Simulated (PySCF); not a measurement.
## Radial density of In²⁺ (indium, charge +2)

UHF, [Kr] 4d10 5s1, 2S determinant. All numbers are calculated (PySCF 2.14, a scalar-relativistic core potential, in cc-pVTZ-PP with ECP28MDF (5s4p3d1f, 39 functions)). This is the valence pseudo-density: the core potential removes the inner electrons and smooths the orbitals near the nucleus.

```
r (bohr)  4πr²ρ (e/bohr)  4πr²(ρα − ρβ)
 0.00929       1.219e-05         0.0000
  0.0156       2.815e-05         0.0000
  0.0263       5.488e-05         0.0000
  0.0442       0.0001116         0.0000
  0.0743       0.0004047         0.0000
   0.125        0.003805         0.0000
   0.210         0.05719         0.0000
   0.354           1.194         0.0060
   0.595           13.53         0.0749
    1.00           19.01        -0.0485
    1.68           4.369         0.4462
    2.83          0.5432         0.3789
    4.76         0.02170         0.0211
    8.01       4.603e-05         0.0000
```

Energies and moments cover only the electrons outside the core potential.

(1) Where is the radial spin density 4πr²(ρα − ρβ) most negative, and why is it negative at all?

Answers

(1) Around r = 1.00 bohr, down to -0.0485 e/bohr: exchange with the open shell polarises the paired shells in an unrestricted calculation.
